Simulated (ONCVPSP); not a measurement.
O (Z = 8): one change to an ONCV potential, before and after

oxygen (O), optimised norm-conserving Vanderbilt (ONCV), made with ONCVPSP 4.0.1 (LDA (Perdew-Wang 92), scalar-relativistic). Core [He], reference 2s2 2p3 (charge +1). Waves: 2s: rc 0.95 bohr, ncon 4, nbas 8, qcut 5.4 1/bohr, local; 2p: rc 1.85 bohr, ncon 3, nbas 7, qcut 6.6 1/bohr, 2 projectors, debl 1.5 Ha; d scattering state at 0.22 Ha: rc 1.60 bohr, ncon 4, nbas 8, qcut 5.8 1/bohr, 2 projectors, debl 1.3 Ha. Local part: the s channel. Core correction: none.

Change: p: rc 1.34.

Cutoffs: the cutoffs (Ha) at which the residual kinetic energy of the hardest occupied pseudo-wave falls to 1 and 0.1 mHa per electron; they do not see the model core or the augmentation charge, which bear on the density cutoff. Errors are all-electron minus pseudo energies relative to the spin-unpolarised reference configuration.

Question: How do hardness, ghosts and transferability respond?

Answer: The potential gets neither clearly harder nor softer (164 Ha and 199 Ha → 164 Ha and 199 Ha); the s channel sets the loose cutoff, while the largest relative change is in p, which becomes harder; of the 4 tests that both files solve, the error grows in 0 and shrinks in 4 by more than 15 % and 0.3 meV (median size 235.4 → 106.8 meV); neither file shows a bound ghost. Less of the atom is replaced, so other configurations are described better.

```tsv
quantity	base	changed
cutoff, loose	164 Ha	164 Ha
cutoff, tight	199 Ha	199 Ha
loose cutoff by channel	s 164 Ha, p 17 Ha	s 164 Ha, p 37 Ha
bound ghosts	none	none
GHOST(+) flags under 300 eV	none	none
error for 2s2 2p4, meV [ΔE -16.58 eV]	+128	+54
error for 2s2 2p2, meV [ΔE 33.71 eV]	+343	+159
error for 2s2 2p1, meV [ΔE 87.68 eV]	+1946	+974
error for 2s2 2p3.5, meV [ΔE -10.22 eV]	+44	+20
s: phases at 0.96 bohr within 0.05 rad from the reference energy up to (Ha; the scan ends near 5)	3.5	3.5
d: phases at 1.63 bohr within 0.05 rad from the reference energy up to (Ha; the scan ends near 5)	to the end of the scan	to the end of the scan
```
